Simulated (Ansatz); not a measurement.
`C=N[SiH2]N1BC1` + `C[SiH2]Cl` → `[SiH3]N1BC1` + `C=N[SiH](C)Cl`  (redistribution)

Gas-phase electronic energies from Ansatz, PBE0-D4/def2-TZVP geometries. CCSD(T)/CBS adds triple-zeta CCSD(T) − MP2 to the extrapolated MP2 energy (def2 sets, frozen cores). Functionals use def2-TZVPP. B3LYP here is the variant with VWN-RPA as its local correlation; programs differ in this. One conformer a species, not always the lowest.

Task: Is it downhill or uphill in electronic energy at CCSD(T)/CBS, and by how much? (Estimate.)

Result: Computed: Downhill: ΔE = -0.10 eV.

Task: What do these levels give: B3LYP-D4, ωB97M-V, B2PLYP, PBE, PBE0, HF/def2-TZVPP, SCS-MP2/def2-TZVPP, CCSD/def2-TZVPP, HF/def2-QZVPP, MP2/def2-QZVPP, HF/CBS(def2), MP2/CBS(def2)? (Estimate.)

Result: Ansatz gave: B3LYP-D4 -0.12, ωB97M-V -0.11, B2PLYP -0.10, PBE -0.11, PBE0 -0.11, HF/def2-TZVPP -0.09, SCS-MP2/def2-TZVPP -0.10, CCSD/def2-TZVPP -0.09, HF/def2-QZVPP -0.09, MP2/def2-QZVPP -0.11, HF/CBS(def2) -0.09, MP2/CBS(def2) -0.11 eV.

Largest T1 diagnostic among the species: 0.014.
